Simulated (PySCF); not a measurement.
Radial density of Sc (scandium, neutral)

UHF, [Ar] 3d1 4s2, 2D determinant. Computed with PySCF 2.14 in x2c-SVPall (5s3p3d1f, 36 functions), with the spin-free X2C one-electron Hamiltonian (Gaussian nucleus).

```csv
r (bohr),4πr²ρ (e/bohr),4πr²(ρα − ρβ)
0.00121,0.1312,0.0000
0.00204,0.3589,0.0000
0.00342,0.9363,0.0000
0.00576,2.279,0.0001
0.00969,5.280,0.0001
0.0163,10.98,0.0002
0.0274,19.14,0.0004
0.0461,24.74,0.0003
0.0776,21.47,-0.0001
0.130,18.68,0.0011
0.219,26.10,0.0171
0.369,17.55,0.0955
0.621,6.802,0.3312
1.04,8.669,0.5479
1.76,2.729,0.4057
2.95,0.7576,0.1275
4.97,0.3438,0.0054
8.36,0.02121,-0.0033
14.1,6.947e-05,0.0000
```

Densities and radii are taken from the X2C orbitals without a picture-change correction, which distorts them close to the nucleus.

Task: Where is the radial spin density 4πr²(ρα − ρβ) most negative, and why is it negative at all?

Result: Around r = 8.36 bohr, down to -0.0033 e/bohr: exchange with the open shell polarises the paired shells in an unrestricted calculation.
